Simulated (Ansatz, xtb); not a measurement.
# C4H12AlNO: which of two isomers lies lower

Structure I is `C=C(C)[O][Al@H-]([CH3])[NH3+]`, a singlet and structure II is `C[NH][AlH][O]C(C)C`, a singlet. Both are isolated molecules in the gas phase, relaxed with B3LYP-D3(BJ)/def2-SVP; each stands in its lowest conformer found.

Problem. Estimate E(II) − E(I) at the level CCSD(T)/def2-SVP + ΔMP2/def2-TZVPP.

Solution. Too close to call at this level: CCSD(T)/def2-SVP + ΔMP2/def2-TZVPP gives E(II) − E(I) = −0.029 eV.

The same difference at several levels:

| level | geometry | E(II) − E(I) (eV) | departure from the last row (eV) | job, with rough time for the two |
| --- | --- | --- | --- | --- |
| B3LYP-D3(BJ)/def2-SVP | B3LYP-D3(BJ)/def2-SVP | +0.002 | +0.031 | optimisation, 4.4 min |
| HF/def2-SVP | B3LYP-D3(BJ)/def2-SVP | −0.118 | −0.089 | part of the CCSD(T) run |
| MP2/def2-SVP | B3LYP-D3(BJ)/def2-SVP | −0.069 | −0.040 | part of the CCSD(T) run |
| CCSD(T)/def2-SVP | B3LYP-D3(BJ)/def2-SVP | −0.047 | −0.018 | single point |
| CCSD(T)/def2-SVP + ΔMP2/def2-TZVPP | B3LYP-D3(BJ)/def2-SVP | −0.029 |  | single point, 2.4 min |

As drawn, II has 1 C–N, 1 C–C, 2 C–H in place of 1 C=C, 1 C–Al, 2 N–H.

The largest departure from CCSD(T)/def2-SVP + ΔMP2/def2-TZVPP is that of HF/def2-SVP, 0.089 eV. A small imaginary or near-zero mode remains, so no thermal terms are given. Levels run at GFN2-xTB geometries aren't shown. The last row adds to CCSD(T) the change of the MP2 difference between the two basis sets, here +0.018 eV.

The correlated steps freeze 11 core orbitals. Codes used: Ansatz 0.2.0, xtb 6.7.1; the last row on 4 threads of Arm Neoverse V1 on a shared host.
